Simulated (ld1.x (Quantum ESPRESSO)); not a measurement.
## Transferability test, TM potential for carbon (C)

carbon (C), norm-conserving Troullier–Martins (Kleinman–Bylander form), made with ld1.x (Quantum ESPRESSO) 7.5 (PBEsol, scalar-relativistic). Core [He], reference 2s2 2p1.5 (charge +0.5). Waves: 2s (bound): rc 0.95 bohr; 3d channel at -0.1 Ry: rc 3.10 bohr; 2p (bound): rc 2.95 bohr. Local part: the p channel. Core correction: none.

Energies are relative to the spin-unpolarised reference configuration 2s2 2p1.5; without spin polarisation the order of configurations can differ from experiment.

| valence configuration | charge | ΔE all-electron (eV) | error AE − PS (meV) |
| --- | --- | --- | --- |
| 2s2 2p2 | 0 | -3.933 | +6.7 |
| 2s2 2p1 | +1 | 6.856 | +36 |
| 2s2 2p0 | +2 | 30.875 | +721 |
| 2s2 2p2.3 | -0.3 | -5.077 | +3.3 |
| 2s1 2p3 | 0 | 4.494 | +54 |
| 2s0 2p4 | 0 | 12.940 | +56 |
| 2s1 2p2 | +1 | 15.569 | -119 |

Levels in the configuration 2s1 2p3:

```
level  all-electron (eV)  pseudo (eV)
   2s            -14.105      -14.172
   2p             -5.668       -5.760
```
